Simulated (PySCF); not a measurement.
# From a computed spectrum to the compound

A species of 3 atoms with charge 1 has these harmonic modes (PBE0, small Gaussian bases with core potentials, PySCF 2.14.0):

| cm⁻¹ | km/mol | symmetry |
| --- | --- | --- |
| 83 | 5.3 | a1 |
| 402 | 17.3 | a1 |
| 407 | 85.3 | b2 |

Problem. Which species is it, and in which structure?

Solution. [LuCl2]+ (singlet in the valence; each metal's 4f electrons, 14 of them, lie in its core potential, out of spins and levels):
```xyz
3

Lu    0.0000    0.0000   -0.3651
Cl    1.9407    0.0000    0.9131
Cl   -1.9407    0.0000    0.9131
```
Ideal gas at 298.15 K and 1 bar: S = 309.9 J/(mol K), Cp = 53.7 J/(mol K), H − H(0 K) = 13.5 kJ/mol (rigid rotor, harmonic modes, spin degeneracy alone, that of the 4f electrons in the core included). An lcecp potential fixes the number of 4f electrons, so in runs with it no electron can move into or out of that shell.
 The answer isn't unique; the calculation gave this one.
